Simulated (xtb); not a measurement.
Bi(Me)2 (C2H6Bi), SMILES [CH3][Bi+][CH3] (connectivity only; charge and spin as stated), charge +1, multiplicity 1. All values are semi-empirical tight-binding results from xtb (GFN2-xTB unless named), good for trends rather than for accurate numbers. Geometry optimised at GFN2-xTB. The multiplicity is an assumed one; other spin states were not compared. The isomer is the one that the SMILES or the coordinates give; other isomers of the formula were not compared.

For metal compounds this method's bond lengths and energies can be far off.

Problem. Estimate the properties. (The exact figures need the calculation; the answer reports its results.)

Solution. 
```yaml
point_group_as_xtb_finds_it: C2
orbital_gap: 0.51 eV
zero_point_energy: 43.7 kcal/mol
G − E(el) at 298.15 K (modified RRHO): 24.7 kcal/mol
```
